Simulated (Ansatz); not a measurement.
Basis sets compared for cis-CoF2(H2O)4 (CoO4F2H8). The state is a quartet with charge 0. Geometry PBE-D4/def2-SVP. Ansatz on 4 threads of Arm Neoverse V2 on a shared host; times are rough, and most runs start from earlier orbitals.

```xyz
15

Co   -0.0593   -0.0776   -0.3232
F    -0.8577    1.5910    0.8029
F     1.2030   -1.1391    1.0801
O     0.7823   -1.7570   -1.2466
O    -1.2949    1.0863   -1.5480
O     1.5531    1.2005    0.1249
O    -1.3185   -0.8936    1.1541
H     0.1532   -2.4988   -1.3294
H     1.1812   -1.8468   -0.3075
H    -0.7922    1.6626   -2.1546
H    -1.3607    1.6118   -0.6713
H     1.8308    0.4734    0.7505
H     0.8635    1.7076    0.6429
H    -1.4275    0.0544    1.4486
H    -0.4564   -1.1749    1.5767
```

No other spin state of charge 0 was run.

Binding counts from free atoms (Co quartet, F doublet, O triplet, H doublet) in the same basis, without a counterpoise term.

```
           level  functions  energy (Eh)  HOMO (eV)  LUMO (eV)  binding per atom (eV)  wall time
 PBE-D4/def2-SVP        155   -1886.9928      -4.68      -3.42                   3.63      4.9 s
PBE0-D4/def2-SVP        155   -1887.0131      -7.95      -1.39                   3.49      9.5 s
```

Estimate the rows for PBE-D4/def2-TZVP (with forces), PBE0-D4/def2-TZVP.


| level | functions | energy (Eh) | HOMO (eV) | LUMO (eV) | binding per atom (eV) | wall time |
| --- | --- | --- | --- | --- | --- | --- |
| PBE-D4/def2-TZVP (with forces) | 279 | -1887.8090 | -5.39 | -4.11 | 3.54 | 10 s |
| PBE0-D4/def2-TZVP | 279 | -1887.8129 | -8.37 | -1.93 | 3.42 | 63 s |
